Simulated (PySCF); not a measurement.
SMILES O(C(CCS)=O)C (C4H8O2S), GFN2-xTB optimised geometry.

```
15

C      1.80    -2.11     0.00
O      1.17    -0.84     0.00
C     -0.16    -0.84     0.00
O     -0.83    -1.83     0.00
C     -0.70     0.58     0.00
C     -2.21     0.60    -0.06
S     -2.87     2.30    -0.14
H      1.51    -2.68    -0.89
H      1.51    -2.68     0.88
H      2.87    -1.92     0.00
H     -0.27     1.11    -0.86
H     -0.33     1.08     0.90
H     -2.57     0.10    -0.96
H     -2.65     0.10     0.81
H     -2.45     2.68     1.06
```

Density from PySCF with PBE0/def2-TZVP at that geometry.

Minimum of the electron density along straight lines between bonded atoms, close to the bond critical point (lines longer than 1.1 times the sum of covalent radii, or with two minima, are not listed):

| bond | length / Å | ρ at the minimum / e bohr⁻³ | ∇²ρ there / e bohr⁻⁵ | position (fraction from the first atom) |
|---|---|---|---|---|
| C1–O2 | 1.423 | 0.249 | ___ | 0.35 |
| O2–C3 | 1.337 | ___ | -0.62 | 0.66 |
| C3–O4 | 1.201 | 0.434 | -0.11 | 0.34 |
| C3–C5 | 1.515 | 0.259 | -0.68 | 0.53 |
| C5–C6 | 1.519 | 0.251 | -0.63 | 0.50 |
| C6–S7 | 1.825 | 0.178 | ___ | 0.47 |
| C1–H8 | 1.091 | 0.285 | -1.01 | 0.65 |
| C1–H9 | 1.092 | 0.285 | -1.01 | 0.65 |
| C1–H10 | 1.086 | 0.289 | -1.04 | 0.65 |
| C5–H11 | 1.092 | 0.278 | -0.96 | 0.65 |
| C5–H12 | 1.093 | 0.277 | -0.95 | 0.64 |
| C6–H13 | 1.089 | 0.283 | -0.99 | 0.65 |
| C6–H14 | 1.089 | 0.284 | -1.00 | 0.65 |
| S7–H15 | 1.332 | 0.221 | -0.66 | 0.63 |

Problem. Fill in the missing entries.

Solution. 
- C1–O2, ∇²ρ there / e bohr⁻⁵: -0.45
- O2–C3, ρ at the minimum / e bohr⁻³: 0.313
- C6–S7, ∇²ρ there / e bohr⁻⁵: -0.29
